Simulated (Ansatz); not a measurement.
C₂H₈GeSi (`[SiH3]/C=[CH]/[GeH3]`). The species carries charge 0 and has multiplicity 1. Geometry: relaxed with PBE0-D4/def2-TZVP.

```xyz
12

Si   -0.755   -2.162    0.415
C     0.157   -0.647   -0.174
C    -0.179    0.593    0.187
Ge    0.763    2.181   -0.420
H    -1.863   -1.738    1.310
H    -1.311   -2.923   -0.737
H     0.160   -3.073    1.156
H     1.005   -0.784   -0.845
H    -1.026    0.737    0.858
H     1.907    1.741   -1.347
H     1.335    2.958    0.779
H    -0.194    3.116   -1.182
```

(1) What is the dipole moment at PBE/def2-TZVPP? (Best estimate.)

(2) And with r2SCAN, B3LYP, ωB97M-V? (Best estimate.)

(3) Give the Mulliken charges with PBE, r2SCAN, ωB97M-V in def2-TZVPP. (Estimate.)

Answers

(1) The calculation gave: 0.18 D, with components (0.05, 0.17, -0.03) D in this frame, pointing from negative to positive charge.

(2) Ansatz gave: r2SCAN 0.19 D, B3LYP 0.17 D, ωB97M-V 0.22 D.

(3) The calculation gave: 
```
atom    PBE  r2SCAN  ωB97M-V
 Si1   0.23    0.33     0.22
  C2  -0.11   -0.16    -0.19
  C3  -0.17   -0.19    -0.23
 Ge4   0.11    0.15     0.09
  H5  -0.06   -0.08    -0.03
  H6  -0.05   -0.07    -0.03
  H7  -0.05   -0.07    -0.03
  H8   0.07    0.06     0.09
  H9   0.08    0.08     0.10
 H10  -0.02   -0.02     0.01
 H11  -0.01   -0.02     0.01
 H12  -0.01   -0.02     0.01
```

B3LYP here is the variant with VWN-RPA as its local correlation; programs differ in this.
